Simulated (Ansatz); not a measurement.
# A family of molecules: the dipole moment

All atoms of one element are swapped for its congeners: C2H5F `CCF`; SiH2(SiH3)F; GeH2(GeH3)F. All are singlets with charge 0.

Shapes, held fixed at every level: PBE0-D4/def2-TZVP. Programs: Ansatz 0.2.0. Values in D.

```json
{"level": "PBE-D4/def2-TZVPP", "C2H5F": "1.75", "SiH2(SiH3)F": "1.14", "GeH2(GeH3)F": "2.00"}
{"level": "r2SCAN-D4/def2-TZVPP", "C2H5F": "1.83", "SiH2(SiH3)F": "1.18", "GeH2(GeH3)F": "2.08"}
{"level": "B3LYP-D4/def2-TZVPP", "C2H5F": "1.87", "SiH2(SiH3)F": "1.24", "GeH2(GeH3)F": "2.15"}
{"level": "wB97M-V/def2-TZVPP", "C2H5F": "1.87", "SiH2(SiH3)F": "1.21", "GeH2(GeH3)F": "2.16"}
{"level": "measured", "C2H5F": "1.96", "SiH2(SiH3)F": "–", "GeH2(GeH3)F": "–"}
```

At wB97M-V/def2-TZVPP the dipole moment isn't monotonic: it is largest for Ge and smallest for Si (2.16 and 1.21 D). Every level shows the same order. Measured values: NIST CCCBDB. Relativity is left out for Ge.
